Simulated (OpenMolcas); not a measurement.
Co2+ (d7) in a complex was computed by CASSCF with the d shell active (OpenMolcas, ANO-RCC-VTZP on the metal). Its lowest spin-free states, and all those of the highest spin:

```json
{"2S+1": "4", "Degeneracy": "3", "E (cm-1)": "0.0"}
{"2S+1": "4", "Degeneracy": "3", "E (cm-1)": "5770"}
{"2S+1": "4", "Degeneracy": "1", "E (cm-1)": "12622"}
{"2S+1": "2", "Degeneracy": "2", "E (cm-1)": "15506"}
{"2S+1": "2", "Degeneracy": "3", "E (cm-1)": "20048"}
{"2S+1": "2", "Degeneracy": "3", "E (cm-1)": "20251"}
{"2S+1": "4", "Degeneracy": "3", "E (cm-1)": "22993"}
{"2S+1": "2", "Degeneracy": "1", "E (cm-1)": "23957"}
{"2S+1": "2", "Degeneracy": "3", "E (cm-1)": "25806"}
{"2S+1": "2", "Degeneracy": "3", "E (cm-1)": "28264"}
{"2S+1": "2", "Degeneracy": "3", "E (cm-1)": "28735"}
{"2S+1": "2", "Degeneracy": "2", "E (cm-1)": "30731"}
```

Is the site octahedral, tetrahedral or cube-like, axial, or of lower symmetry?

The states with 2S+1 = 4 have orbital degeneracies 3, 3, 1, 3. Threefold states need a cubic site. For d7 at this spin an octahedron puts the threefold T1 below the threefold T2 and a tetrahedron or cube puts the single A2 below the threefold T2, so the site is octahedral. The run had Co2+ with 6 ligands (water) in octahedral coordination (Th) at 2.1 Å. Ligand basis ANO-RCC-VDZP.

An orbital triplet at a regular site is open to Jahn-Teller coupling, which can distort the site and quench the lowest spin-orbit gaps and is left out. Without dynamic correlation the repulsion within the d shell is too large (B by tens of per cent), so at a given field states of lower spin stand too high. Ligand-to-metal charge-transfer states are missing. With no ligand orbital active B as a rule stays too high, so bands that hang on it stand too high and its fall with covalency is understated. With metal d orbitals alone and no dynamic correlation the field as a rule comes out too small, by tens of per cent, by up to half for chloride and softer ligands, and with too little covalency χT stands high. No measured value stands beside these numbers; the geometry was imposed, not optimised, and the real ion may take another.
